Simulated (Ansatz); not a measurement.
`O[SiH]1OC[SiH2]1` from Hartree–Fock to CCSD(T)

Z-matrix (Å, degrees):
```
Si
O 1 1.666
O 1 1.641 2 114.7
Si 1 2.320 2 80.0 3 114.2
H 1 1.489 2 109.7 3 -121.3
C 2 1.447 1 107.2 3 -108.1
H 3 0.958 1 117.9 2 -96.9
H 4 1.487 1 122.3 2 -114.8
H 4 1.488 1 118.9 2 103.0
H 6 1.094 2 109.8 1 113.3
H 6 1.093 2 109.2 1 -128.1
```

Charge 0, multiplicity 1. All single points use the PBE0-D4/def2-TZVP geometry. It is one conformer, not always the lowest. Frozen core, restricted reference, Ansatz. CBS rows extrapolate triple and quadruple zeta; past MP2 they add the triple-zeta difference.

| basis | HF (Eh) | MP2 corr. | CCSD corr. | (T) | CCSD(T) total |
| --- | --- | --- | --- | --- | --- |
| def2-SVP | -768.65947 | -0.69518 | -0.74418 | ? | ? |
| def2-TZVPP | ? | -0.88126 | -0.92151 | ? | ? |
| def2-QZVPP | -769.14024 | -0.94949 | – | – | – |
| CBS(def2) | ? | -1.00004 | -1.04030 | as TZ | ? |

(1) Fill in the withheld values. (An estimate is asked.)

Results:

(1) Ansatz gave: def2-SVP (T): -0.02016; def2-SVP CCSD(T) total: -769.42381; def2-TZVPP HF (Eh): -769.11287; def2-TZVPP (T): -0.03606; def2-TZVPP CCSD(T) total: -770.07044; CBS(def2) HF (Eh): -769.14401; CBS(def2) CCSD(T) total: -770.22037.
